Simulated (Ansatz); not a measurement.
`FC(F)(F)C#Cc1ccc(C#Cc2ccc(C#Cc3ccc(C#Cc4ccc(C#Cc5ccc(C#Cc6ccc(C(F)(F)F)cc6)cc5)cc4)cc3)cc2)cc1`. Charge 0, multiplicity 3. Geometry PBE-D4/def2-SVP, that of the neutral singlet; atoms count from 1.

Cartesian coordinates in Å:
```
F -17.900 10.009 9.757
C -16.716 10.627 9.983
F -16.535 10.682 11.324
F -16.832 11.900 9.534
C -15.612 9.926 9.326
C -14.689 9.340 8.770
C -13.617 8.659 8.127
C -13.591 8.526 6.714
C -12.541 7.861 6.086
C -11.476 7.302 6.845
C -10.407 6.623 6.204
C -9.477 6.033 5.648
C -8.408 5.354 5.008
C -7.428 4.660 5.769
C -6.380 3.992 5.141
C -6.261 3.993 3.724
C -5.192 3.314 3.084
C -4.262 2.723 2.528
C -3.193 2.043 1.889
C -2.363 1.147 2.616
C -1.316 0.477 1.989
C -1.046 0.678 0.608
C 0.023 -0.002 -0.030
C 0.953 -0.595 -0.584
C 2.023 -1.276 -1.221
C 2.675 -2.366 -0.581
C 3.722 -3.037 -1.207
C 4.169 -2.646 -2.498
C 5.239 -3.329 -3.134
C 6.169 -3.922 -3.686
C 7.238 -4.606 -4.321
C 7.871 -4.060 -5.472
C 8.921 -4.729 -6.093
C 9.382 -5.980 -5.598
C 10.452 -6.664 -6.234
C 11.381 -7.258 -6.785
C 12.453 -7.942 -7.421
C 12.758 -9.286 -7.080
C 13.810 -9.956 -7.708
C 14.579 -9.303 -8.688
C 15.753 -10.010 -9.320
F 15.553 -11.348 -9.396
F 15.998 -9.559 -10.574
F 16.890 -9.820 -8.602
C 14.284 -7.974 -9.041
C 13.232 -7.299 -8.418
C 8.746 -6.529 -4.452
C 7.700 -5.856 -3.826
C 3.519 -1.555 -3.137
C 2.468 -0.888 -2.514
C -1.874 1.577 -0.118
C -2.926 2.242 0.507
C -7.241 4.689 2.964
C -8.291 5.353 3.591
C -11.508 7.437 8.259
C -12.557 8.103 8.888
H -14.410 8.954 6.118
H -12.527 7.761 4.991
H -7.507 4.656 6.865
H -5.629 3.457 5.739
H -2.560 0.986 3.686
H -0.682 -0.215 2.561
H 2.339 -2.675 0.419
H 4.217 -3.880 -0.703
H 7.521 -3.094 -5.864
H 9.407 -4.294 -6.979
H 12.154 -9.796 -6.316
H 14.035 -11.000 -7.444
H 14.882 -7.470 -9.815
H 12.999 -6.261 -8.695
H 9.095 -7.495 -4.060
H 7.217 -6.289 -2.938
H 3.857 -1.243 -4.135
H 1.971 -0.047 -3.018
H -1.675 1.740 -1.187
H -3.561 2.933 -0.065
H -7.159 4.696 1.867
H -9.044 5.886 2.993
H -10.689 7.008 8.856
H -12.570 8.204 9.983
```

Single mean-field runs in def2-SVP are fitted with def2-universal-jkfit. At PBE0-D4/def2-SVP a singlet of charge 0 lies 2.26 eV below the triplet at the same geometry.

(1) Estimate the Mulliken populations of the heavy atoms from the PBE0/def2-SVP orbitals of Ansatz.

(2) Where does the spin sit?

(3) And the Mayer bond orders between heavy atoms (over 0.3, the first 40 of 61)?

Results:

(1) 
| atom | charge (e) | spin (α − β) |
| --- | --- | --- |
| F1 | -0.18 | 0.00 |
| C2 | 0.64 | 0.00 |
| F3 | -0.18 | 0.00 |
| F4 | -0.18 | 0.00 |
| C5 | -0.17 | 0.04 |
| C6 | 0.00 | -0.03 |
| C7 | -0.08 | 0.06 |
| C8 | 0.02 | -0.04 |
| C9 | 0.01 | 0.05 |
| C10 | -0.07 | -0.04 |
| C11 | -0.01 | 0.14 |
| C12 | -0.01 | -0.09 |
| C13 | -0.07 | 0.20 |
| C14 | 0.01 | -0.08 |
| C15 | 0.01 | 0.13 |
| C16 | -0.08 | -0.04 |
| C17 | 0.00 | 0.27 |
| C18 | -0.01 | -0.02 |
| C19 | -0.08 | 0.27 |
| C20 | 0.01 | 0.04 |
| C21 | 0.01 | 0.05 |
| C22 | -0.08 | 0.26 |
| C23 | 0.00 | 0.00 |
| C24 | 0.00 | 0.27 |
| C25 | -0.08 | -0.03 |
| C26 | 0.01 | 0.13 |
| C27 | 0.01 | -0.08 |
| C28 | -0.07 | 0.21 |
| C29 | -0.01 | -0.09 |
| C30 | -0.01 | 0.15 |
| C31 | -0.07 | -0.05 |
| C32 | 0.01 | 0.06 |
| C33 | 0.01 | -0.04 |
| C34 | -0.07 | 0.07 |
| C35 | 0.00 | -0.03 |
| C36 | -0.02 | 0.05 |
| C37 | -0.06 | -0.01 |
| C38 | 0.01 | 0.01 |
| C39 | 0.00 | -0.01 |
| C40 | -0.18 | 0.02 |
| C41 | 0.63 | 0.00 |
| F42 | -0.19 | 0.00 |
| F43 | -0.19 | 0.00 |
| F44 | -0.19 | 0.00 |
| C45 | 0.00 | -0.01 |
| C46 | 0.01 | 0.01 |
| C47 | 0.01 | -0.04 |
| C48 | 0.01 | 0.06 |
| C49 | 0.01 | -0.08 |
| C50 | 0.01 | 0.13 |
| C51 | 0.01 | 0.05 |
| C52 | 0.01 | 0.04 |
| C53 | 0.01 | 0.13 |
| C54 | 0.01 | -0.08 |
| C55 | 0.01 | 0.05 |
| C56 | 0.02 | -0.04 |
Mulliken values depend strongly on the basis.

(2) Summed by element: F 0.00, C 2.03, H -0.03, of 2 unpaired in all. Largest on single atoms: C17 0.27, C19 0.27, C24 0.27.

(3) F1–C2 1.13 (1.35 Å); C2–F3 1.13 (1.35 Å); C2–F4 1.13 (1.35 Å); C2–C5 0.89 (1.46 Å); C5–C6 2.85 (1.23 Å); C6–C7 1.02 (1.42 Å); C7–C8 1.32 (1.42 Å); C7–C56 1.32 (1.42 Å); C8–C9 1.42 (1.39 Å); C9–C10 1.31 (1.42 Å); C10–C11 1.06 (1.42 Å); C10–C55 1.31 (1.42 Å); C11–C12 2.52 (1.23 Å); C12–C13 1.08 (1.42 Å); C13–C14 1.27 (1.42 Å); C13–C54 1.27 (1.42 Å); C14–C15 1.46 (1.39 Å); C15–C16 1.25 (1.42 Å); C16–C17 1.15 (1.42 Å); C16–C53 1.25 (1.42 Å); C17–C18 2.33 (1.23 Å); C18–C19 1.21 (1.42 Å); C19–C20 1.17 (1.42 Å); C19–C52 1.17 (1.42 Å); C20–C21 1.55 (1.39 Å); C21–C22 1.17 (1.42 Å); C22–C23 1.22 (1.42 Å); C22–C51 1.17 (1.42 Å); C23–C24 2.31 (1.23 Å); C24–C25 1.16 (1.42 Å); C25–C26 1.24 (1.42 Å); C25–C50 1.24 (1.42 Å); C26–C27 1.47 (1.39 Å); C27–C28 1.27 (1.42 Å); C28–C29 1.08 (1.42 Å); C28–C49 1.27 (1.42 Å); C29–C30 2.51 (1.23 Å); C30–C31 1.06 (1.42 Å); C31–C32 1.31 (1.42 Å); C31–C48 1.31 (1.42 Å).
